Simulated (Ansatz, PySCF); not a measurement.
Gas-phase reaction in SMILES: [SiH3]P -> [SiH3][PH] + H atom (the H-P bond at the site shown breaks; other sites are not compared here)
Structures are relaxed separately at B3LYP-D3(BJ)/def2-TZVP in Ansatz (an electronic-structure program).
Geometry of the first species:
SMILES: [SiH3]P
```xyz
7

Si    -1.0725     0.0867     0.2119
P      1.1233    -0.0680    -0.3324
H     -1.8171    -0.8926    -0.6134
H     -1.5318     1.4532    -0.1291
H     -1.3565    -0.1741     1.6427
H      1.3129    -1.2974     0.3513
H      1.5580     0.7172     0.7672
```

Wanted: bond dissociation energy (electronic energy difference), in eV. Cores are frozen in the correlated levels unless marked. UHF or UKS for open shells. Spin-orbit coupling is left out. No relativistic terms. Basis-set limits of correlation are two-point, X^-3; Hartree-Fock from the larger set. The bracket is a focal-point correction in the basis named.

```json
[
 {"level": "HF-D4/def2-TZVPD", "program": "PySCF + dftd4", "bond dissociation energy (eV)": "2.78"},
 {"level": "BP86/def2-TZVPD", "program": "PySCF", "bond dissociation energy (eV)": "3.72"},
 {"level": "B3LYP-D3(BJ)/def2-TZVPD", "program": "Ansatz + dftd3", "bond dissociation energy (eV)": "3.70"},
 {"level": "PBE0/STO-3G", "program": "Ansatz", "bond dissociation energy (eV)": "4.74"},
 {"level": "PBE0/def2-QZVPP", "program": "Ansatz", "bond dissociation energy (eV)": "3.60"},
 {"level": "TPSSh-D3(BJ)/def2-TZVPD", "program": "PySCF + dftd3", "bond dissociation energy (eV)": "3.75"},
 {"level": "CAM-B3LYP-D4/def2-TZVPD", "program": "Ansatz + dftd4", "bond dissociation energy (eV)": "3.70"},
 {"level": "wB97M-V/def2-TZVPD", "program": "Ansatz", "bond dissociation energy (eV)": "3.76"},
 {"level": "MP2/def2-TZVPP", "program": "Ansatz", "bond dissociation energy (eV)": "3.64"},
 {"level": "RI-MP2/aug-cc-pV(Q+d)Z", "program": "Ansatz", "bond dissociation energy (eV)": "3.70"},
 {"level": "RI-MP2/cc-pV(Q+d)Z", "program": "Ansatz", "bond dissociation energy (eV)": "3.69"},
 {"level": "CCSD/aug-cc-pV(D+d)Z", "program": "Ansatz", "bond dissociation energy (eV)": "3.54"},
 {"level": "CCSD/def2-TZVPPD", "program": "Ansatz", "bond dissociation energy (eV)": "3.66"},
 {"level": "CCSD(T)/cc-pV(D+d)Z", "program": "Ansatz", "bond dissociation energy (eV)": "3.54"},
 {"level": "RI-MP2/CBS(aug-cc-pV(T+d)Z,aug-cc-pV(Q+d)Z)+[CCSD(T)-MP2]/aug-cc-pV(T+d)Z", "program": "Ansatz", "bond dissociation energy (eV)": "3.78"}
]
```
